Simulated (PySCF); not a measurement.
C5H5F, SMILES C(#CC(F)=C)C.

Coordinates come from a B3LYP-D3(BJ)/def2-SVP optimisation.

Two levels are set side by side: TDDFT-PBE/def2-SVPD (PySCF) and TDDFT-B3LYP/def2-SVPD (PySCF). Vertical, same geometry. The lowest singlet is HOMO−1→LUMO 98 % with PBE and HOMO−1→LUMO 96 % with the other functional; states are paired by order. Differences are taken from unrounded values.

```
quantity                               TDDFT-B3LYP
-------------------------------------  -----------
lowest singlet excitation (eV)                5.38
lowest triplet excitation (TDA) (eV)          3.42
first bright state (f over 0.05) (eV)         5.48
its oscillator strength                       0.30
```

### Question
What does TDDFT-PBE give, and how far is it from TDDFT-B3LYP? (Estimate from the structure and the level; the computed values follow.)

### Answer

| quantity | TDDFT-PBE | TDDFT-PBE minus TDDFT-B3LYP |
|---|---|---|
| lowest singlet excitation (eV) | 5.13 | -0.25 |
| lowest triplet excitation (TDA) (eV) | 3.39 | -0.03 |
| first bright state (f over 0.05) (eV) | 5.34 | -0.14 |
| its oscillator strength | 0.30 | 0.00 |

Functionals without exact exchange tend to place singlet excitations lower, as here. Differences between two approximate levels are no errors against the true value.

Rough cost on one machine, each run with all the roots and properties that it gave: TDDFT-B3LYP against TDDFT-PBE about 3 times.
